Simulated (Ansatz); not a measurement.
# Ligand exchange: C3H7ClMg + C3H9AlO → C3H8MgO + C3H8AlCl

Species: C3H7ClMg `C[CH](C)[Mg][Cl]`, singlet; C3H9AlO `C[CH](C)[AlH][OH]`, singlet; C3H8MgO `C[CH](C)[Mg][OH]`, singlet; C3H8AlCl `C[CH](C)[AlH][Cl]`, singlet. The partners trade Cl for OH: Mg–Cl and Al–OH bonds give way to Mg–OH and Al–Cl.

Shapes, held fixed at every level: PBE0-D4/def2-TZVP. Flexible molecules stand in one conformer, not always the lowest. Programs: Ansatz 0.2.0. Electronic energies: no zero-point or thermal term.

```
                level                    kind  ΔE (kJ/mol)  less CCSD(T)/def2-TZVPP  CPU time (sum over the molecules)
        HF/def2-TZVPP            Hartree–Fock        +64.6                     +9.5                                  –
 r2SCAN-D4/def2-TZVPP                meta-GGA        +55.7                     +0.6                               72 s
  B3LYP-D4/def2-TZVPP           global hybrid        +55.3                     +0.2                               76 s
  BHLYP-D4/def2-TZVPP           global hybrid        +57.6                     +2.5                               49 s
   PBE0-D4/def2-TZVPP           global hybrid        +55.0                     -0.1                               46 s
r2SCAN0-D4/def2-TZVPP           global hybrid        +56.8                     +1.7                               78 s
   wB97M-V/def2-TZVPP  range-separated hybrid        +54.4                     -0.7                            2.9 min
   CCSD(T)/def2-TZVPP   coupled cluster or CI        +55.1                      0.0                             57 min
```

The highest level, CCSD(T)/def2-TZVPP, gives ΔE = +55.1 kJ/mol; the levels span +54.4 to +64.6. The column of differences is taken from that level and isn't an error. No measured value is set beside it here. Correlated rows may include outer-core shells of Mg, which these sets cover unevenly. Times are processor times on shared x86 and Arm servers, and rough.
